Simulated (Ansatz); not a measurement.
Calculated with Ansatz (gas phase, PBE0-D4/def2-TZVP geometries, no zero-point term in ΔE). CBS: MP2 limit from def2 TZ/QZ plus the TZ coupled-cluster correction, frozen cores. DFT in def2-TZVPP. For Ga outer-core shells are correlated without core-valence functions, which leaves a few kJ/mol of doubt a bond. Scalar relativity is left out up to krypton. Each species was taken in one conformer, which may not be the lowest.

Consider the redistribution: `F[SiH]([SiH3])Cl` + `[NH2][AlH][GaH2]` → `[NH2][AlH][SiH]([SiH3])Cl` + `[F][GaH2]`.

CCSD(T)/CBS gives +11.1 kcal/mol.

Q: Another level gave +11.0 kcal/mol. Which?
A. ωB97M-V/def2-TZVPP
B. HF/def2-TZVPP
C. PBE/def2-TZVPP
D. MP2/def2-TZVPP

A: A. ωB97M-V 11.0, MP2/def2-TZVPP 9.6, PBE 8.6, HF/def2-TZVPP 13.0 kcal/mol.

Largest T1 diagnostic among the species: 0.014.

From PBE to PBE0 (25 % exact exchange), in def2-TZVPP and without D4, ΔE moves by +1.2 kcal/mol. In def2-TZVPP, CCSD(T) changes the Hartree–Fock value by −2.9 kcal/mol (the triples alone add −0.8 kcal/mol) and MP2 by −3.4 kcal/mol.
